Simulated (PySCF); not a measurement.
Geometry (Å), atoms numbered from 1 in this order:
```xyz
21

C    -0.981   -1.441   -1.019
C    -1.150   -0.144   -0.245
C    -1.730   -0.394    1.147
N     0.113    0.599   -0.231
C     0.001    1.990    0.131
N     1.132   -0.054    0.459
Si    2.613   -0.297   -0.413
H    -0.258   -2.096   -0.510
H    -1.938   -1.977   -1.099
H    -0.604   -1.237   -2.032
H    -1.853    0.500   -0.802
H    -1.873    0.541    1.711
H    -2.710   -0.890    1.077
H    -1.068   -1.054    1.731
H    -0.262    2.153    1.199
H    -0.769    2.478   -0.487
H     0.960    2.495   -0.058
H     1.099    0.016    1.478
H     3.583   -0.886    0.562
H     2.408   -1.232   -1.559
H     3.197    0.970   -0.964
```

Geometry: PBE0-D3(BJ)/def2-SVP; GIAO shifts from PySCF 2.14, gas phase, non-relativistic, averaged over equivalent atoms.

At wB97X-D/pcSseg-1 (196 basis functions, 60 s wall time on 1 thread of an Arm Neoverse N1, shared host):
```tsv
atoms	δ (ppm)
C2	56.8
C5	45.5
C1/C3	16.7
N4	79.1
N6	59.4
Si7	-56.2
H19/H20/H21	4.49
H15/H16/H17	2.41
H11	2.35
H8/H9/H10/H12/H13/H14	0.98
H18	0.91
```

δ = σ(ref) − σ, references computed at the same level: ¹³C (σ = 184.54 ppm), ²⁹Si (σ = 352.93 ppm), ¹H (σ = 31.38 ppm) vs TMS; ¹⁵N (σ = 263.98 ppm) against NH3.

What do these become at PBE0/pcSseg-1?

Answers


```json
{"atoms": "C2", "δ at PBE0/pcSseg-1": "57.3", "change": "+0.5"}
{"atoms": "C5", "δ at PBE0/pcSseg-1": "45.0", "change": "-0.5"}
{"atoms": "C1/C3", "δ at PBE0/pcSseg-1": "16.0", "change": "-0.7"}
{"atoms": "N4", "δ at PBE0/pcSseg-1": "83.0", "change": "+3.9"}
{"atoms": "N6", "δ at PBE0/pcSseg-1": "61.3", "change": "+1.9"}
{"atoms": "Si7", "δ at PBE0/pcSseg-1": "-57.4", "change": "-1.2"}
{"atoms": "H19/H20/H21", "δ at PBE0/pcSseg-1": "4.57", "change": "+0.08"}
{"atoms": "H15/H16/H17", "δ at PBE0/pcSseg-1": "2.42", "change": "+0.01"}
{"atoms": "H11", "δ at PBE0/pcSseg-1": "2.45", "change": "+0.10"}
{"atoms": "H8/H9/H10/H12/H13/H14", "δ at PBE0/pcSseg-1": "0.96", "change": "-0.02"}
{"atoms": "H18", "δ at PBE0/pcSseg-1": "0.88", "change": "-0.03"}
```

Referencing at the same level of theory: ¹³C (184.41 ppm) and ²⁹Si (351.99 ppm) and ¹H (31.27 ppm) against TMS; ¹⁵N (265.67 ppm) vs NH3.

The largest change is at N4 (nitrogen bonded to O or N). Cost: 196 basis functions, 48 s wall time on 1 thread of an Arm Neoverse N1, shared host. The order of the carbon signals is the same at both levels.

The carbons averaged at δ 16.7 differ by 14 ppm in this conformer. Experimental scales use liquid or dissolved standards, which lie at an offset from isolated NH3 (liquid NH3: subtract about 20 ppm).
